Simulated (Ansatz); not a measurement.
System: C4H6O, charge 0, singlet. C4H6O (cyclobutanone, SMILES C1(=O)CCC1).
B3LYP-D3(BJ)/def2-TZVP minimum from Ansatz (a first-principles code):
```xyz
11

O      1.8447    -0.1819    -0.2668
C      0.6673    -0.0658    -0.0965
C     -0.3671     0.9822    -0.5228
C     -1.4544     0.1434     0.2104
C     -0.3864    -0.9079     0.6317
H     -0.1716     1.9757    -0.1161
H     -0.4763     1.0694    -1.6049
H     -1.9263     0.6578     1.0446
H     -2.2309    -0.2479    -0.4432
H     -0.2021    -1.0025     1.7031
H     -0.5068    -1.9088     0.2142
```

Property: atomisation energy (electronic, to ground-state atoms), in kcal/mol. Radicals and triplets start from unrestricted determinants; spin-orbit coupling is neglected. CBS(X,Y): correlation extrapolated as X^-3, Hartree-Fock from the larger set. A bracket is a step between two methods taken in the basis named. Functionals run without relativity, which enters their misses. 'core' is core correlation in cc-pwCVTZ, 'X2C' scalar relativity in cc-pVTZ-DK, both at CCSD(T). Where a partner has so few electrons that a lower coupled-cluster level is exact, that level stands in.

CCSD(T)/CBS(cc-pVTZ,cc-pVQZ) + [CCSDT(Q) - CCSD(T)]/cc-pVDZ + core + X2C (Ansatz) gives 1124.3 kcal/mol.

### Question
How far off this value is PBE/def2-TZVPD (Ansatz), in which direction, and which of these levels come nearer: PBE0/def2-TZVPD, wB97M-V/def2-TZVPD, CCSD(T)/CBS(cc-pVTZ,cc-pVQZ) + core + X2C?

### Answer
PBE gives 1154.1 kcal/mol, 29.8 kcal/mol above it. Differences of the others: PBE0/def2-TZVPD (Ansatz) 6.6; wB97M-V/def2-TZVPD (Ansatz) 1.0; CCSD(T)/CBS(cc-pVTZ,cc-pVQZ) + core + X2C (Ansatz) -0.8 kcal/mol. Nearer than PBE: PBE0/def2-TZVPD, wB97M-V/def2-TZVPD, CCSD(T)/CBS(cc-pVTZ,cc-pVQZ) + core + X2C.
